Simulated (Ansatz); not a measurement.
**Molecular dynamics, step by step**

C2H3OSi (charge +1), closed shell, PBE0-D4/def2-SVP (Ansatz 0.2.0). Settings (timestep in fs, temperature in K; T counts 15 degrees of freedom):

```yaml
hamiltonian: {xc: pbe0, dispersion: d4}
md: {n_steps: 30, timestep: 0.75, temperature: 200, ensemble: nve, seed: 327, initial_velocities: maxwell_boltzmann}
```

Start:

| atom | x (Å) | y (Å) | z (Å) |
| --- | --- | --- | --- |
| O1 | -0.8328 | 1.2458 | 0.3355 |
| C2 | 0.1414 | 0.4862 | 0.7633 |
| C3 | 0.6130 | -0.6111 | 0.1169 |
| Si4 | 0.2880 | -1.4805 | -1.3470 |
| H5 | -1.0469 | 1.9931 | 0.9180 |
| H6 | 0.6251 | 0.7337 | 1.7079 |
| H7 | 0.2121 | -2.3672 | -2.4946 |

```
step  time (fs)  potential energy less the start (meV)  kinetic energy (meV)  T (K)
   0       0.00                                    0.0                 129.3    200
   2       1.50                                   50.2                  80.7    125
   4       3.00                                   11.9                 118.1    183
   6       4.50                                  -69.8                 198.2    307
   8       6.00                                 -104.1                 233.2    361
  10       7.50                                 -120.6                 250.4    387
  12       9.00                                 -160.9                 290.2    449
  14      10.50                                 -201.6                 330.7    512
  16      12.00                                 -237.2                 367.0    568
  18      13.50                                 -295.5                 424.6    657
  20      15.00                                 -340.0                 468.7    725
  22      16.50                                 -350.9                 480.4    743
  24      18.00                                 -365.1                 494.5    765
  26      19.50                                 -378.6                 507.3    785
  28      21.00                                 -357.8                 486.4    753
  30      22.50                                 -303.6                 433.2    670
```

Step 2, positions (Å) and forces (eV/Å):

```json
{"atom": "O1", "x": "-0.834", "y": "1.246", "z": "0.338", "Fx": "0.218", "Fy": "0.027", "Fz": "0.225"}
{"atom": "C2", "x": "0.138", "y": "0.491", "z": "0.768", "Fx": "-0.407", "Fy": "-0.143", "Fz": "-0.785"}
{"atom": "C3", "x": "0.618", "y": "-0.612", "z": "0.119", "Fx": "-0.892", "Fy": "-1.783", "Fz": "-3.215"}
{"atom": "Si4", "x": "0.287", "y": "-1.484", "z": "-1.350", "Fx": "0.002", "Fy": "2.766", "Fz": "3.239"}
{"atom": "H5", "x": "-1.027", "y": "2.022", "z": "0.910", "Fx": "0.220", "Fy": "-0.494", "Fz": "-0.145"}
{"atom": "H6", "x": "0.621", "y": "0.727", "z": "1.690", "Fx": "0.406", "Fy": "0.576", "Fz": "1.194"}
{"atom": "H7", "x": "0.237", "y": "-2.358", "z": "-2.489", "Fx": "0.453", "Fy": "-0.950", "Fz": "-0.513"}
```

Step 16, positions (Å) and forces (eV/Å):

| atom | x | y | z | Fx | Fy | Fz |
| --- | --- | --- | --- | --- | --- | --- |
| O1 | -0.836 | 1.245 | 0.355 | 0.689 | -0.052 | 0.263 |
| C2 | 0.142 | 0.485 | 0.775 | -0.253 | -1.202 | -2.211 |
| C3 | 0.595 | -0.642 | 0.040 | -1.006 | 2.252 | 1.827 |
| Si4 | 0.278 | -1.467 | -1.332 | 0.007 | -0.789 | -1.315 |
| H5 | -0.878 | 2.082 | 0.869 | -0.215 | -0.536 | -0.146 |
| H6 | 0.589 | 0.811 | 1.693 | 0.813 | -0.033 | 0.927 |
| H7 | 0.629 | -2.518 | -2.372 | -0.036 | 0.362 | 0.655 |

Step 28, positions (Å) and forces (eV/Å):

```
atom       x       y       z      Fx      Fy      Fz
  O1  -0.810   1.225   0.369  -0.258   0.806   0.398
  C2   0.162   0.450   0.735  -0.804   2.654   1.520
  C3   0.515  -0.581   0.026   0.952  -2.084  -0.738
 Si4   0.268  -1.457  -1.334   0.438  -1.578  -1.655
  H5  -0.894   2.025   0.931  -0.039  -0.422  -0.148
  H6   0.724   0.686   1.644   0.145   0.139   0.340
  H7   1.080  -2.612  -1.913  -0.433   0.485   0.282
```

Last step (30):

O1  (-0.804, 1.222, 0.372)
C2  (0.161, 0.459, 0.736)
C3  (0.505, -0.576, 0.025)
Si4  (0.266, -1.458, -1.338)
H5  (-0.903, 1.998, 0.945)
H6  (0.749, 0.642, 1.615)
H7  (1.153, -2.637, -1.838)
(Å)

The run took about 2.1 min on 2 CPU threads of an AMD EPYC (shared host).
